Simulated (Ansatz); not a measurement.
Input file for Ansatz (an electronic-structure program): R-wB97X-V/def2-TZVPP on MgF-, 2S+1 = 1, a spin state set in the input, which need not be the lowest, a point of a bond scan (R = 1.844 Å). Charge -1.

Ansatz 0.2 input:
```yaml
crystal:
  periodic: [false, false, false]
  atoms:
    - {symbol: F, position_ang: [0.00000000, 0.00000000, 0.00000000]}
    - {symbol: Mg, position_ang: [0.00000000, 0.00000000, 1.84352800]}
basis:
  gaussian:
    orbitals: def2-TZVPP
    pivot_positions_ang: [[0.00000000, 0.00000000, 0.00000000], [0.00000000, 0.00000000, 1.84352800]]
hamiltonian:
  xc: {name: wB97X-V}
total_charge: -1
output: {forces: true, orbitals: {seedname: ./end}}
```

### Question
Give the final energy of this run.

### Answer
-299.9731 hartree.
